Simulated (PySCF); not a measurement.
C₄H₁₂Si, singlet, at a GFN2-xTB geometry; PBE0/6-31G, polarisability run with PySCF.

PySCF was given this input:
```python
from pyscf import gto, scf, dft
from pyscf.prop import polarizability

mol = gto.Mole()
mol.atom = '''
    Si   -0.56510092    1.42493929    0.19070733
    C     0.13614822   -0.34330674   -0.04594660
    C     0.26496105   -1.04375089    1.30748371
    C    -0.79563848   -1.16368900   -0.93910662
    C     1.51657586   -0.27856812   -0.70109299
    H    -1.88547415    1.34113531    0.81852029
    H    -0.68058543    2.07775179   -1.11507091
    H     0.34041911    2.19321229    1.04764825
    H     0.66354638   -2.05092930    1.18085202
    H    -0.70353877   -1.12314413    1.79763605
    H     0.93574743   -0.49562166    1.96638012
    H    -1.78623990   -1.24558160   -0.49577049
    H    -0.89888493   -0.70309142   -1.91978728
    H    -0.40303668   -2.17154406   -1.07841278
    H     1.46151314    0.20047430   -1.67681373
    H     2.21344437    0.28550659   -0.08405286
    H     1.92222236   -1.28142964   -0.83905635
'''
mol.basis = '6-31g'
mol.verbose = 4
mol.build()

mf = dft.RKS(mol)
mf.xc = 'pbe0'
mf.kernel()
alpha = mf.Polarizability().polarizability()[2, 2]
print('alpha_zz =', alpha)
```

It wrote (shortened):

```
site-packages/pyscf/prop/efg/rhf.py:45: UserWarning: Module EFG is under testing
  warnings.warn('Module EFG is under testing')
site-packages/pyscf/prop/efg/dhf.py:30: UserWarning: Module EFG is under testing
  warnings.warn('Module EFG is under testing')
site-packages/pyscf/prop/zfs/uhf.py:40: UserWarning: Module ZFS is under testing
  warnings.warn('Module ZFS is under testing')
site-packages/pyscf/prop/gtensor/uhf.py:43: UserWarning: Module g-tensor is under testing
  warnings.warn('Module g-tensor is under testing')
site-packages/pyscf/prop/gtensor/uks.py:41: UserWarning: Module g-tensor is under testing
  warnings.warn('Module g-tensor is under testing')
site-packages/pyscf/prop/hfc/uks.py:35: UserWarning: Module HFC is under testing
  warnings.warn('Module HFC is under testing')
site-packages/pyscf/prop/magnetizability/rhf.py:39: UserWarning: Module magnetizability is under testing
  warnings.warn('Module magnetizability is under testing')
site-packages/pyscf/prop/magnetizability/uhf.py:37: UserWarning: Module magnetizability is under testing
  warnings.warn('Module magnetizability is under testing')
site-packages/pyscf/prop/magnetizability/rks.py:37: UserWarning: Module magnetizability is under testing
  warnings.warn('Module magnetizability is under testing')
site-packages/pyscf/prop/magnetizability/uks.py:39: UserWarning: Module magnetizability is under testing
  warnings.warn('Module magnetizability is under testing')
site-packages/pyscf/prop/polarizability/uhf.py:34: UserWarning: Module polarizability is under testing
  warnings.warn('Module polarizability is under testing')
site-packages/pyscf/prop/polarizability/rks.py:29: UserWarning: Module polarizability is under testing
  warnings.warn('Module polarizability is under testing')
site-packages/pyscf/prop/polarizability/uks.py:29: UserWarning: Module polarizability is under testing
  warnings.warn('Module polarizability is under testing')
PySCF version 2.14.0

[INPUT] verbose = 4
[INPUT] num. atoms = 17
[INPUT] num. electrons = 50
[INPUT] charge = 0
[INPUT] spin (= nelec alpha-beta = 2S) = 0
[INPUT] symmetry False subgroup None
[INPUT] Mole.unit = angstrom
[INPUT] Symbol           X                Y                Z      unit          X                Y                Z       unit  Magmom
[INPUT]  1 Si    -0.565100920000   1.424939290000   0.190707330000 AA   -1.067885971540   2.692745002232   0.360384623647 Bohr   0.0
[INPUT]  2 C      0.136148220000  -0.343306740000  -0.045946600000 AA    0.257282848147  -0.648755715317  -0.086826490355 Bohr   0.0
[INPUT]  3 C      0.264961050000  -1.043750890000   1.307483710000 AA    0.500703818177  -1.972403324371   2.470786124230 Bohr   0.0
[INPUT]  4 C     -0.795638480000  -1.163689000000  -0.939106620000 AA   -1.503538821365  -2.199053504169  -1.774654313566 Bohr   0.0
[INPUT]  5 C      1.516575860000  -0.278568120000  -0.701092990000 AA    2.865913022527  -0.526417453835  -1.324873738952 Bohr   0.0
[INPUT]  6 H     -1.885474150000   1.341135310000   0.818520290000 AA   -3.563029758447   2.534378431884   1.546779175500 Bohr   0.0
[INPUT]  7 H     -0.680585430000   2.077751790000  -1.115070910000 AA   -1.286120067069   3.926381837925  -2.107178629370 Bohr   0.0
[INPUT]  8 H      0.340419110000   2.193212290000   1.047648250000 AA    0.643298885468   4.144570561130   1.979768267380 Bohr   0.0
[INPUT]  9 H      0.663546380000  -2.050929300000   1.180852020000 AA    1.253920929147  -3.875694677846   2.231486911439 Bohr   0.0
[INPUT] 10 H     -0.703538770000  -1.123144130000   1.797636050000 AA   -1.329495593313  -2.122434804113   3.397039806145 Bohr   0.0
[INPUT] 11 H      0.935747430000  -0.495621660000   1.966380120000 AA    1.768306364466  -0.936589198802   3.715919883589 Bohr   0.0
[INPUT] 12 H     -1.786239900000  -1.245581600000  -0.495770490000 AA   -3.375504203770  -2.353808089798  -0.936870446741 Bohr   0.0
[INPUT] 13 H     -0.898884930000  -0.703091420000  -1.919787280000 AA   -1.698646335199  -1.328650224332  -3.627872176624 Bohr   0.0
[INPUT] 14 H     -0.403036680000  -2.171544060000  -1.078412780000 AA   -0.761628943354  -4.103623540826  -2.037904803431 Bohr   0.0
[INPUT] 15 H      1.461513140000   0.200474300000  -1.676813730000 AA    2.761859562053   0.378841522014  -3.168718711610 Bohr   0.0
[INPUT] 16 H      2.213444370000   0.285506590000  -0.084052860000 AA    4.182803651260   0.539529261858  -0.158836885386 Bohr   0.0
[INPUT] 17 H      1.922222360000  -1.281429640000  -0.839056350000 AA    3.632473810915  -2.421551067500  -1.585586704577 Bohr   0.0

nuclear repulsion = 248.382139785144
number of shells = 51
number of NR pGTOs = 182
number of NR cGTOs = 73
basis = 6-31g
ecp = {}

******** <class 'pyscf.dft.rks.RKS'> ********
method = RKS
initial guess = minao
damping factor = 0
level_shift factor = 0
DIIS = <class 'pyscf.scf.diis.CDIIS'>
diis_start_cycle = 1
diis_space = 8
diis_damp = 0
SCF conv_tol = 1e-09
SCF conv_tol_grad = None
SCF max_cycles = 50
direct_scf = True
direct_scf_tol = 1e-13
XC library pyscf.dft.libxc version 7.1.2
    S. Lehtola, C. Steigemann, M. J. T. Oliveira, and M. A. L. Marques,  SoftwareX 7, 1–5 (2018)
XC functionals = pbe0
    C. Adamo and V. Barone,  J. Chem. Phys. 110, 6158 (1999)
    M. Ernzerhof and G. E. Scuseria,  J. Chem. Phys. 110, 5029 (1999)
radial grids:
    Treutler-Ahlrichs [JCP 102, 346 (1995); DOI:10.1063/1.469408] (M4) radial grids

becke partition: Becke, JCP 88, 2547 (1988); DOI:10.1063/1.454033
pruning grids: <function nwchem_prune>
grids dens level: 3
symmetrized grids: False
atomic radii adjust function: <function treutler_atomic_radii_adjust>
small_rho_cutoff = 0
Set gradient conv threshold to 3.16228e-05
Initial guess from minao.
tot grids = 193352
init E= -448.883511646586
  HOMO = -0.317569588652979  LUMO = -0.00331161299478344  gap/eV = 8.55140
cycle= 1 E= -448.679762640016  delta_E= 0.204  |g|= 0.389  |ddm|= 3.31
  HOMO = -0.240113775875946  LUMO = 0.0630027802289963  gap/eV = 8.24822
cycle= 2 E= -448.666910526675  delta_E= 0.0129  |g|= 0.443  |ddm|= 0.904
  HOMO = -0.289406107681195  LUMO = 0.0482265821817927  gap/eV = 9.18745
cycle= 3 E= -448.721782041032  delta_E= -0.0549  |g|= 0.0322  |ddm|= 0.522
  HOMO = -0.28489737414679  LUMO = 0.0492910076344164  gap/eV = 9.09373
cycle= 4 E= -448.72199138206  delta_E= -0.000209  |g|= 0.0167  |ddm|= 0.0502
  HOMO = -0.28646704076896  LUMO = 0.0487721372741445  gap/eV = 9.12232
cycle= 5 E= -448.722062828438  delta_E= -7.14e-05  |g|= 0.00107  |ddm|= 0.0169
  HOMO = -0.286470674941192  LUMO = 0.0489018879741849  gap/eV = 9.12595
cycle= 6 E= -448.722063238481  delta_E= -4.1e-07  |g|= 0.000108  |ddm|= 0.0024
  HOMO = -0.286463813708667  LUMO = 0.0488996562914443  gap/eV = 9.12570
cycle= 7 E= -448.722063242515  delta_E= -4.03e-09  |g|= 2.47e-05  |ddm|= 0.000253
  HOMO = -0.286457884733183  LUMO = 0.0489033246245476  gap/eV = 9.12564
cycle= 8 E= -448.722063242739  delta_E= -2.24e-10  |g|= 5.53e-06  |ddm|= 5.36e-05
  HOMO = -0.286458967622371  LUMO = 0.0489021647132177  gap/eV = 9.12564
Extra cycle  E= -448.722063242745  delta_E= -5.68e-12  |g|= 4.14e-06  |ddm|= 1.75e-05
converged SCF energy = -448.722063242745
Isotropic polarizability 64.1679953246
Polarizability anisotropy 6.0614221864
alpha_zz = 61.70599454142998
```
